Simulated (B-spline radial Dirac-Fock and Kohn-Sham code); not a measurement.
## Kohn-Sham estimates against Dirac-Fock for the levels of Hg¹⁹⁺

System: Hg¹⁹⁺, [Kr] 4d10 4f13 5s2 (tabulated as the ground configuration, which this calculation does not bear out).

The density-functional columns are spherical, spin-unpolarised Dirac-Kohn-Sham results without Breit or QED terms: −ε is minus the orbital energy of the initial state and ΔSCF the difference of two total energies. The reference in the last column comes from multi-electron Dirac-Fock with separately optimised hole states, Breit and Lamb-shift corrections added in first order. All numbers are from a radial B-spline solver, in eV; a selection of levels is shown. For the 1s level of heavy atoms much of the gap between ΔSCF and the reference is the Breit and QED part, -454.1 eV here; for other levels the error of the functional can be larger.

| level | LDA −ε | LDA ΔSCF | Dirac-Fock |
| --- | --- | --- | --- |
| 1s | 83397.5 | 84029.0 | 83585.7 |
| 2s | 15150.3 | 15276.8 | 15331.7 |
| 2p1/2 | 14565.3 | 14726.0 | 14691.8 |
| 2p3/2 | 12618.9 | 12754.7 | 12765.4 |
| 3s | 3938.2 | 3982.7 | 4042.3 |
| 3p1/2 | 3673.0 | 3720.3 | 3757.0 |
| 3p3/2 | 3241.2 | 3284.4 | 3324.9 |
| 3d3/2 | 2798.8 | 2849.0 | 2860.3 |
| 3d5/2 | 2706.1 | 2754.8 | 2769.3 |
| 4s | 1206.9 | 1231.2 | 1266.1 |
| 4p1/2 | 1092.5 | 1116.9 | 1142.3 |
| 4p3/2 | 986.0 | 1009.1 | 1035.4 |
| 4d3/2 | 797.8 | 820.8 | 834.3 |
| 4d5/2 | 777.6 | 800.3 | 814.1 |
| 4f | 531.3 | 553.7 | 551.9 |
| 5s | 512.5 | 526.4 | 517.1 |

For the outermost level NIST gives 530 ± 30 eV (theoretical); the differences from it are LDA −ε -17.49, LDA ΔSCF -3.57, Dirac-Fock -12.90 eV.
